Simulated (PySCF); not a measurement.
PySCF 2.14 output of a UHF calculation on a single atom or ion in def2-QZVPPD with the def2 core potential (60 electrons) (7s6p4d3f2g, 84 functions), with scalar relativity through the core potential:

```
SCF conv_tol = 1e-09
number electrons alpha = 7  beta = 5
cycle= 1 E= -56.0288387967287  delta_E= -0.00655  |g|= 0.0283  |ddm|= 0.0323
cycle= 2 E= -56.029130376671  delta_E= -0.000292  |g|= 0.00633  |ddm|= 0.00792
cycle= 3 E= -56.0291478244534  delta_E= -1.74e-05  |g|= 0.00042  |ddm|= 0.00418
cycle= 4 E= -56.0291480713783  delta_E= -2.47e-07  |g|= 9.05e-05  |ddm|= 0.00159
cycle= 5 E= -56.0291480826908  delta_E= -1.13e-08  |g|= 1.39e-05  |ddm|= 0.000461
cycle= 6 E= -56.0291480829529  delta_E= -2.62e-10  |g|= 9.3e-07  |ddm|= 7.36e-05
converged SCF energy = -56.0291480829529  <S^2> = 2.0081312  2S+1 = 3.0054159
```

The run itself started from symmetry-adapted Hartree-Fock orbitals and held the occupation by maximum overlap, so the iterations belong to that start.

**Question.** Which element, charge and spin multiplicity is this?

**Answer.** Ta⁺ (tantalum, charge +1), multiplicity 3; the state was [Xe] 4f14 5d2 6s2, high-spin 3F determinant (an excited configuration).

Energies and moments cover only the electrons outside the core potential. Spin-orbit coupling, absent here, splits the open shell strongly.
